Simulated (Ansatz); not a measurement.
F5Si2 (SMILES F[Si](F)[Si](F)(F)F), doublet, at a GFN2-xTB geometry; Ansatz (a program for electronic structure) with CCSD(T)/6-31G**.

Here is a job for Ansatz.
Ansatz 0.2 input:
```yaml
crystal:
  periodic: [false, false, false]
  atoms:
    - {symbol: F, position_ang: [1.92071283, -1.45494009, -0.00159091]}
    - {symbol: Si, position_ang: [1.29120465, -0.04621676, -0.45500175]}
    - {symbol: F, position_ang: [2.17893296, 0.90363565, 0.49161443]}
    - {symbol: Si, position_ang: [-0.89795116, 0.08724035, 0.05293148]}
    - {symbol: F, position_ang: [-1.64658750, -0.12127352, 1.44202576]}
    - {symbol: F, position_ang: [-1.39908948, 1.52197224, -0.39869112]}
    - {symbol: F, position_ang: [-1.66569646, -0.91320875, -0.90791551]}
basis:
  gaussian:
    orbitals: 6-31G__.json
magnetization: {spin_polarized: true, initial_magnetization: 1}
correlation: {method: ccsd_t}
```
The basis file holds 6-31G** in the JSON format of the Basis Set Exchange.

**Question.** What does Ansatz print? Leave out banner, timings and long lists.

**Answer.** 
```
Functional definition: HF
957 factors; integrals over basis functions are off by at most 7.8e-4 eV
mean field evaluation 1: about -29255.2152 eV, gradient 3.6e1 eV
mean field evaluation 2: about -29255.2846 eV, gradient 3.7e1 eV
mean field evaluation 4: about -29260.4719 eV, gradient 2.4e0 eV
mean field evaluation 8: about -29260.5603 eV, gradient 3.6e-1 eV
mean field evaluation 16: about -29258.8055 eV, gradient 2.3e1 eV
mean field -29260.56378974 eV, -1075.3058857506 hartree, gradient 5.0e-6 eV, S^2 0.759044; 0 other end points of the search recorded, 0 dependent functions left out
15 core orbitals not correlated
reference -29260.56378974 eV, -1075.3058857506 hartree; 22, 21 occupied and 76, 77 virtual orbitals, 957 factors
second order -27.31922512 eV of doubles, -0.00000000 eV of singles
cycle   1  -26.89992117 eV  change    4.2e-1 eV  update   1.3e-1
cycle   2  -27.51102537 eV  change   -6.1e-1 eV  update   3.8e-2
cycle   3  -27.67170201 eV  change   -1.6e-1 eV  update   2.2e-2
cycle   4  -27.67136108 eV  change    3.4e-4 eV  update   6.0e-3
cycle   5  -27.66541575 eV  change    5.9e-3 eV  update   3.2e-3
cycle   6  -27.66610067 eV  change   -6.8e-4 eV  update   1.3e-3
cycle   7  -27.66665432 eV  change   -5.5e-4 eV  update   5.7e-4
cycle   8  -27.66676932 eV  change   -1.2e-4 eV  update   2.5e-4
cycle   9  -27.66687058 eV  change   -1.0e-4 eV  update   1.0e-4
cycle  10  -27.66688648 eV  change   -1.6e-5 eV  update   3.8e-5
perturbative correction -0.52710600 eV, -0.0193707883 hartree
Total energy: -29288.75778222 eV, -1076.3419958637 hartree
```
